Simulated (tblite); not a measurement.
Species: C6H11AsO.
Structure used (GFN2-xTB), in Å, numbered top down from 1:
```xyz
19
C6H11AsO angstrom
O      2.826   -1.433   -0.178
C      2.451   -0.304   -0.030
C      1.028    0.131    0.200
C      0.108   -1.074    0.382
C     -1.299   -0.677    0.816
C     -2.058    0.071   -0.272
As    -1.197    1.766   -0.827
C      0.629    1.008   -0.987
H      3.163    0.546   -0.089
H      1.016    0.745    1.111
H      0.062   -1.632   -0.556
H      0.549   -1.733    1.134
H     -1.236   -0.053    1.714
H     -1.853   -1.581    1.086
H     -2.147   -0.559   -1.163
H     -3.075    0.288    0.068
H     -0.985    2.253    0.590
H      0.667    0.418   -1.908
H      1.344    1.829   -1.101
```

Calculated harmonic vibrations of the isolated species, GFN2-xTB (tblite), most abundant isotopes, no scaling. This tight-binding method is rough: wavenumbers can miss measured ones by several per cent, in bad cases by 10 to 20. Modes of hydrogen on arsenic can be 10 to 20 % off. One conformer, not necessarily the lowest.

Harmonic wavenumbers (cm⁻¹): 49.9, 122.8, 138.3, 219.0, 256.8, 269.7, 313.8, 387.9, 457.1, 546.4, 587.9, 658.9, 679.6, 713.1, 791.3, 827.0, 845.3, 894.6, 915.9, 977.0, 1005.7, 1026.1, 1061.6, 1104.9, 1128.9, 1170.4, 1189.1, 1205.5, 1243.1, 1256.2, 1276.8, 1295.1, 1349.0, 1356.6, 1386.9, 1450.3, 1451.4, 1484.8, 1491.5, 1784.9, 1862.6, 2727.5, 2879.8, 2915.0, 2920.3, 2932.6, 2934.5, 2936.3, 2953.2, 2972.8, 2985.5.

A = 2708, B = 867.0, C = 695.8 MHz; mass 174.003 u (most abundant isotopes); point group C1, symmetry number 1.

What is the zero-point energy?

½Σν̃ = 33696 cm⁻¹ = 403.09 kJ/mol.

Entropy at 350 K, 1 bar (ideal gas, RRHO, classical rotation)?

Translation 176.53, rotation 126.12, vibration 115.36: S = 418.0 J/(mol K).

And Cp and H(350 K) − H(0)?

Cp = 170.14 J/(mol K), of which vibrations give 136.88 (their classical limit is 51 R = 424.0); H(350 K) − H(0) = 33.96 kJ/mol without the zero-point energy, 22.32 from vibrations.

Blend soft modes into free rotors: weight 1/[1 + (100 cm⁻¹/ν̃)⁴] for the oscillator and the rest for a rotor with moment μB/(μ + B), μ = h/(8π²ν), B = 10⁻⁴⁴ kg m². What vibrational entropy results?

108.66 J/(mol K) in place of 115.36, which changes −T·S at 350 K by +2.35 kJ/mol.

How do the functions run with temperature in this model?

```
 T (K)  S (J/(mol K))  Cp (J/(mol K))  H − H(0) (kJ/mol)  G − H(0) (kJ/mol)  ln q(vib)
   150          315.7            85.8               8.62             -38.73       2.04
   250          368.6           126.0              19.15             -73.00       4.06
298.15          392.6           147.2              25.73             -91.33       5.08
   400          442.1           191.3              43.00            -133.85       7.31
   600          533.7           260.8              88.63            -231.58      11.86
   900          653.2           327.3             177.70            -410.14      18.63
```

q(vib) and H(0) count from the zero-point level.

Hindered rotation and anharmonicity are outside this model. Other conformers, if any are populated, would add a mixing term that is left out. The structure is chiral; the term R ln 2 for an equal mix with its mirror image is left out.

Hardware: an Arm Neoverse V1 with one thread, shared host with 32 logical CPUs at a one-minute load of 11. Cost: 0.7 s wall. The figure is for the frequency step alone.
